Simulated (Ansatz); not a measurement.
```yaml
crystal:
  periodic: [false, false, false]
  atoms:
    - {symbol: N, position_ang: [-0.302819, 0.912762, -1.367414]}
    - {symbol: Ge, position_ang: [0.768050, -0.000501, -0.198729]}
    - {symbol: C, position_ang: [-0.222873, -0.797814, 1.302187]}
    - {symbol: Se, position_ang: [-1.957033, -0.654505, 1.504507]}
    - {symbol: H, position_ang: [-1.006380, 0.324747, -1.795815]}
    - {symbol: H, position_ang: [-0.784787, 1.689154, -0.932721]}
    - {symbol: H, position_ang: [1.799092, 0.981590, 0.383115]}
    - {symbol: H, position_ang: [1.461755, -1.139763, -0.964919]}
    - {symbol: H, position_ang: [0.333592, -1.362068, 2.052790]}
basis:
  gaussian: {orbitals: def2-mTZVP, fitting: {mean_field: def2-universal-jkfit}}
hamiltonian: {xc: {name: CAM-B3LYP}}
smearing: {width: 0.1}
```

```sh
$ ansatz run in.yaml --threads 4 --pin off --events-out ev --progress --plain --max-ram 10444MiB
```

Problem. How does Ansatz answer? (Estimate.)

Solution. Ansatz gave: The input was rejected before any iteration.
```
Error: YAML parse error: error: line 16 column 1: unknown field `smearing`, expected one of crystal, accuracy, basis, kpoints, hamiltonian, magnetization, projection, total_charge, correlation, batch, efield, external_charges, scf, relax, neb, saddle, md, ramp, phonons, dielectric, real_time, elastic, magnetic_configurations, gw, evaluate, workflow, output, checkpoint, execution
14 |   gaussian: {orbitals: def2-mTZVP, fitting: {mean_field: def2-uni…
15 | hamiltonian: {xc: {name: CAM-B3LYP}}
16 | smearing: {width: 0.1}
```
